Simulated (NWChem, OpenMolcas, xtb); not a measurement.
How methods differ on AlNH4O2 (SMILES [NH2][Al]([OH])[OH])

The species is AlNH4O2 (8 atoms), meant as a singlet with charge 0. As SMILES, `[NH2][Al]([OH])[OH]`. The shape is that of a PBE0-D4/def2-TZVP optimisation. This is one conformer, not always the lowest.

| atom | x (Å) | y (Å) | z (Å) |
| --- | --- | --- | --- |
| N | -0.4534 | 1.3709 | 0.1590 |
| Al | 0.0219 | -0.3143 | -0.0152 |
| O | 1.5694 | -0.8061 | -0.5009 |
| O | -1.1401 | -1.4961 | 0.3242 |
| H | 0.1328 | 2.1700 | -0.0090 |
| H | -1.3726 | 1.6620 | 0.4477 |
| H | 2.2870 | -0.2138 | -0.7127 |
| H | -0.9528 | -2.4298 | 0.2512 |

Quantity: the HOMO–LUMO gap, in eV. The values are calculated.

```json
{"level": "GFN0-xTB", "kind": "semi-empirical", "program": "xtb", "value (eV)": "5.06", "CPU time": "under 2 s"}
{"level": "HF/6-311+G**", "kind": "Hartree–Fock", "program": "OpenMolcas", "value (eV)": "12.13", "CPU time": "19 s"}
{"level": "SVWN5/6-311+G**", "kind": "LDA", "program": "NWChem", "value (eV)": "4.68", "CPU time": "23 s"}
{"level": "PBE/6-311+G**", "kind": "GGA", "program": "NWChem", "value (eV)": "4.61", "CPU time": "37 s"}
{"level": "revPBE/6-311+G**", "kind": "GGA", "program": "OpenMolcas", "value (eV)": "4.60", "CPU time": "44 s"}
{"level": "TPSS/6-311+G**", "kind": "meta-GGA", "program": "OpenMolcas", "value (eV)": "4.85", "CPU time": "52 s"}
{"level": "BHLYP/6-311+G**", "kind": "global hybrid", "program": "OpenMolcas", "value (eV)": "8.62", "CPU time": "39 s"}
{"level": "B2PLYP/6-311+G**", "kind": "double hybrid", "program": "OpenMolcas", "value (eV)": "8.77", "CPU time": "32 s"}
```

The values span 4.60 to 12.13 eV. Orbital gaps aren't excitation energies, and those of double hybrids come from the SCF part alone; they tend to grow with the share of exact exchange. CPU times are rough (shared hosts, several kinds of processor): they show what a rung costs within a factor of a few.
